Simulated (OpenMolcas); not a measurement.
Computed levels of 4d² in ions with 38 electrons, in cm-1 above ³F₂.

* Program: OpenMolcas
* Method: CASSCF
* Basis: ANO-R3
* Scalar Hamiltonian: X2C, finite nucleus
* Spin-orbit coupling: state interaction with AMFI integrals over the reference wave functions, term energies averaged over their components

Active space for each ion: 2 electrons in 5 orbitals (4d).

| Level | Mo4+ | Ru6+ | Rh7+ |
| --- | --- | --- | --- |
| ³F₃ | 1452 | 2571 | 3301 |
| ³F₄ | 3158 | 5455 | 6914 |
| ¹D₂ | 12794 | 16139 | 17845 |
| ³P₀ | 13878 | 17093 | 18661 |
| ³P₁ | 14461 | 18190 | 20114 |
| ³P₂ | 15958 | 20996 | 23779 |
| ¹G₄ | 19342 | 24484 | 27138 |
| ¹S₀ | 45511 | 56396 | 61731 |

**Question.** Estimate ³F₄, ¹D₂, ³P₀ for Tc5+ from its neighbours Mo4+ and Ru6+.

**Answer.** ³F₄ is fine structure, which grows about as the fourth power of a screened charge, so the fourth roots are averaged: ((3158^0.25 + 5455^0.25) / 2)^4 = 4189. The calculation gives 4192, so the estimate is off by -0.1 %.
¹D₂ is another term, which grows about linearly with the charge: (12794 + 16139) / 2 = 14466. The calculation gives 14455, so the estimate is off by +0.1 %.
³P₀ is another term, which grows about linearly with the charge: (13878 + 17093) / 2 = 15486. The calculation gives 15498, so the estimate is off by -0.1 %.

Mixed levels, with the weight of the term that names them: Ru6+ ¹D₂ (72 %), Ru6+ ³P₂ (73 %), Rh7+ ¹D₂ (68 %), Rh7+ ³P₂ (70 %).

Without dynamic correlation excited terms often stand tens of per cent too high (terms of higher spin than the ground term too low), and those without a measured partner can miss by more than the paired ones. Levels of configurations outside the active space are missing.
